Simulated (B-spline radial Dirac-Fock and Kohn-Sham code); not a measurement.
Z = 23 (vanadium), transition energy 50 keV. Method: a Dirac-Hartree-Slater potential of the neutral atom with a Latter tail (no hole, which puts coefficients of high multipoles low close above an edge), finite nucleus with surface currents. Computed with a radial finite-basis atomic code. Subshells that would emit electrons below 1 keV are left out.

**Question.** A pure transition shows α(K) = 0.131, L1/L2 = 26.7 and L1/L3 = 58.1. What is its multipolarity?
A. E1
B. M1
C. M4
D. E3
E. E4
F. E2
G. M2
H. M3

**Answer.** B. For comparison, α(K), L1/L2, L1/L3 are E1 0.245, 29.5, 16.2; E2 4.94, 6.90, 4.14; E3 82.3, 1.92, 1.20; E4 1320, 0.734, 0.468; M2 2.53, 13.5, 12.9; M3 45.6, 8.26, 3.80; M4 819, 5.70, 1.77.
